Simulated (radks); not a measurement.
The caesium ion Cs+, [Xe]. Calculated with a radial shooting solver on a logarithmic mesh with Libxc functionals: non-relativistic Kohn-Sham, exchange-only B88, spin-polarised, spherical densities, point nucleus. Every spin shell is full or empty, so the densities are truly spherical. Functionals are evaluated on that one density, not self-consistently. Rank these exchange functionals by their error against the exact value of the orbitals, and give that value: LDA, revPBE, PW91, OPTX, WC, AM05, SOGGA, EV93, revTPSS, MS2.

Answer. Exact: -183.925 hartree. From best to worst, with 100 (|E| - |E exact|)/|E exact| (equal figures are ties): PW91 -0.02, revPBE -0.31, EV93 -0.38, MS2 -0.62, WC -0.84, revTPSS -0.94, OPTX +1.30, SOGGA -2.22, AM05 -4.39, LDA -4.69.
